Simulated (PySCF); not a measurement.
Gas-phase reaction: 4 InHCl2 + 3 H2 + 2 N = 2 InCl3.NH3 + 2 InH2Cl. Level: PBE0/def2-TZVP; standard pressure 1 bar.

Energies from PySCF, thermal terms from the rigid-rotor harmonic-oscillator model, ideal gas at 1 bar. Open shells (unrestricted): N (multiplicity 4); the rest are closed-shell singlets. In: scalar-relativistic def2 core potential, no spin-orbit coupling. Adducts (InCl3.NH3) have no counterpoise correction, and HF, PBE, BLYP, B3LYP and PBE0 lack dispersion. InHCl2, InCl3.NH3, InH2Cl: computed as isolated molecules; such fragments, hydroxides, amides, oligomers or adducts are transient or little studied in the gas. The harmonic model lacks anharmonicity and excited electronic states, which grow with temperature; levels with a mode under 35 cm⁻¹ are left out. Soft modes under 120 cm⁻¹ make the harmonic entropy rough for InHCl2, InCl3.NH3.

```json
[
 {"T (K)": "1200", "1000/T (1/K)": "0.8333", "log10 K": "23.00"},
 {"T (K)": "1400", "1000/T (1/K)": "0.7143", "log10 K": "?"},
 {"T (K)": "1600", "1000/T (1/K)": "0.6250", "log10 K": "9.41"},
 {"T (K)": "1800", "1000/T (1/K)": "0.5556", "log10 K": "4.90"},
 {"T (K)": "2000", "1000/T (1/K)": "0.5000", "log10 K": "1.32"},
 {"T (K)": "2500", "1000/T (1/K)": "0.4000", "log10 K": "-5.07"}
]
```

Fit log10 K = a + b·(1000/T) to the five rows, get the mean ΔH° and ΔS°, and predict log10 K at 1400 K.

Means: 1000/T = 0.5828, log10 K = 6.712. Sums of products about the means: Sxy = 6.84349, Sxx = 0.105543, so b = Sxy/Sxx = 64.84 and a = 6.712 − (64.84)×0.5828 = -31.08.
ΔH° = −R ln 10 × 1000 K × b = −19.145 × (64.84) = -1241 kJ; ΔS° = R ln 10 × a = -595 J/K. The run's own values go from -1253 kJ and -604 J/K at 1200 K to -1214 kJ and -583 J/K at 2500 K.
Prediction at 1400 K: -31.08 + (64.84)×0.7143 = 15.24. The computed value is 15.22, 0.02 from the line.
For scale, ΔH°(298 K) is -1246 kJ at this level, -1254 kJ at ωB97M-V/def2-TZVP†, and runs from -1528 to -715 kJ over the 16 levels computed († marks an energy on the PBE0/def2-TZVP geometry).
